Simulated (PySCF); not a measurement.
C2H7ClO2Si, SMILES CCO[SiH](O)Cl.

The structure is a stationary point at PBE0-D3(BJ)/def2-SVP. The values are those of a single conformer.

Computed with PBE/def2-TZVP run with PySCF.

Gas-phase values at a fixed geometry.

| Quantity | Result |
|---|---|
| total energy | -980.22307 hartree |
| highest occupied level | -6.96 eV |
| lowest empty level | -0.21 eV |
| orbital gap | 6.75 eV |
| dipole moment | 1.75 D |
| quadrupole, principal values (traceless, Buckingham form, about the centre of nuclear charge) | -5.37, -1.81, 7.18 D·Å |
| mean static polarisability | 69.4 bohr³ (10.29 Å³) |
| polarisability, principal values | 61.5, 69.2, 77.6 bohr³ |
